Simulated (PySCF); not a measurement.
Species: C3H10BN.
Cartesian coordinates in Å at the PBE0-D3(BJ)/def2-SVP level; atoms count from 1:
```xyz
15
C3H10BN angstrom
C     -0.8363   -1.1293    0.2784
C      0.3787   -0.2116    0.1283
C      0.0656    0.9585   -0.8080
B      1.6211   -1.0253   -0.4202
N      2.8263   -1.1119    0.2717
H     -1.7119   -0.5810    0.6656
H     -1.1239   -1.5644   -0.6931
H     -0.6394   -1.9671    0.9666
H      0.6225    0.2031    1.1257
H     -0.8122    1.5301   -0.4605
H      0.9095    1.6623   -0.8858
H     -0.1584    0.6009   -1.8270
H      1.5450   -1.6016   -1.4888
H      3.6284   -1.6224   -0.0729
H      2.9811   -0.6651    1.1672
```

Method used: PBE0-D3(BJ)/def2-SVP geometry optimisation, gas phase in PySCF 2.14.0.

Take the most abundant isotopes and a rigid rotor. The values belong to one conformer with, in the numbering `[CH3:1][CH:2]([CH3:3])[BH:4][NH2:5]`, C1–C2–B4–N5 -122°.

Problem. Give the principal moments of inertia and the rotational constants in cm⁻¹.

Solution. Ia = 67.97, Ib = 158.69, Ic = 199.63 u·Å²; 505379 MHz·u·Å²/I gives 7435, 3185 and 2532 MHz, that is A = 0.24800, B = 0.10623, C = 0.08444 cm⁻¹.

Problem. What kind of rotor is it?

Solution. An asymmetric top: κ = (2 × 3185 − 7435 − 2532)/(7435 − 2532) = -0.73.

Problem. Is it planar, by Δ = Ic − Ia − Ib?

Solution. Not planar: Δ = Ic − Ia − Ib = -27.03 u·Å². For a rigid frame Δ = −2 Σ m c², so Σ m c² = 13.51 u·Å² lies off the ab plane: 9.46 from hydrogen and 4.06 from heavier atoms. The atom farthest from that plane is 1.69 Å away.

Problem. List the rotational levels J(Ka,Kc) to J = 5 (K).

Solution. Above 0(0,0), as E/k:
J = 1: 1(0,1) 0.274, 1(1,1) 0.478, 1(1,0) 0.510
J = 2: 2(0,2) 0.820, 2(1,2) 0.996, 2(1,1) 1.090, 2(2,1) 1.702, 2(2,0) 1.705
J = 3: 3(0,3) 1.630, 3(1,3) 1.770, 3(1,2) 1.958, 3(2,2) 2.525, 3(2,1) 2.541, 3(3,1) 3.625, 3(3,0) 3.625
J = 4: 4(0,4) 2.696, 4(1,4) 2.798, 4(1,3) 3.110, 4(2,3) 3.619, 4(2,2) 3.667, 4(3,2) 4.728, 4(3,1) 4.730, 4(4,1) 6.260, 4(4,0) 6.260
J = 5: 5(0,5) 4.009, 5(1,5) 4.079, 5(1,4) 4.543, 5(2,4) 4.984, 5(2,3) 5.089, 5(3,3) 6.109, 5(3,2) 6.115, 5(4,2) 7.640, 5(4,1) 7.640, 5(5,1) 9.609, 5(5,0) 9.609
Those of J = 1 are B + C, A + C and A + B.

Problem. Which lines would a microwave search look for?

Solution. The dipole components are |μa| = 1.63 D, |μb| = 0.06 D, |μc| = 1.09 D. Intensities carry the squares of the components, which stand as 1.00 : 0.00 : 0.45 (a : b : c). Some lines, for components of 0.1 D or more:

| type | branch | J(Ka,Kc) | MHz | lower level (cm⁻¹) |
| --- | --- | --- | --- | --- |
| a | Q | 1(1,0) ← 1(1,1) | 653 | 0.332 |
| a | Q | 2(1,1) ← 2(1,2) | 1960 | 0.692 |
| c | Q | 2(1,2) ← 2(0,2) | 3667 | 0.570 |
| c | Q | 1(1,1) ← 1(0,1) | 4250 | 0.191 |
| a | R | 1(0,1) ← 0(0,0) | 5716 | 0.000 |
| c | R | 1(1,0) ← 0(0,0) | 10620 | 0.000 |
| a | R | 2(1,2) ← 1(1,1) | 10779 | 0.332 |
| a | R | 2(0,2) ← 1(0,1) | 11363 | 0.191 |
| a | R | 2(1,1) ← 1(1,0) | 12086 | 0.354 |
| c | Q | 2(2,1) ← 2(1,1) | 12750 | 0.757 |
| c | R | 2(1,1) ← 1(0,1) | 16989 | 0.191 |
| c | R | 2(2,0) ← 1(1,0) | 24906 | 0.354 |
| c | R | 2(2,1) ← 1(1,1) | 25489 | 0.332 |

Not checked by PBE0-D3(BJ)/def2-SVP frequencies. No vibrational averaging or centrifugal distortion is included, and the geometry carries the error of its method. A rigid rotor knows nothing of internal rotation, which can split or shift real lines. Quadrupole hyperfine structure (11B, 14N) is left out.
